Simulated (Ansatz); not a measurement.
Cartesian coordinates in Å:
```
O -0.687 -0.685 -1.976
Si 0.365 0.393 -1.334
S -0.410 1.374 0.413
Si -0.055 -0.189 1.778
F 1.373 -0.037 2.447
F -1.116 -0.062 2.946
H -1.568 -0.382 -2.202
H 1.569 -0.395 -0.994
H 0.665 1.514 -2.255
H -0.136 -1.530 1.178
```

The species carries charge 0 and has multiplicity 1.

**Question.** List the r2SCAN/def2-TZVPP orbital energies in eV (Ansatz). (Estimate.)

**Answer.** The calculation gave: Occupied: -2409.32, -1793.42, -1792.45, -666.58, -666.53, -516.45, -213.81, -157.84, -157.80, -157.72, -143.61, -142.77, -98.51, -98.49, -98.43, -97.67, -97.62, -97.59, -31.97, -31.48, -27.05, -19.36, -15.02, -14.47, -12.73, -12.49, -12.19, -11.68, -11.00, -10.74, -10.59, -10.17, -9.87, -9.12, -8.27, -8.24, -7.32. Lowest empty: -0.66, -0.33, -0.04, 0.10, 0.39, 1.55, 1.72, 2.37.
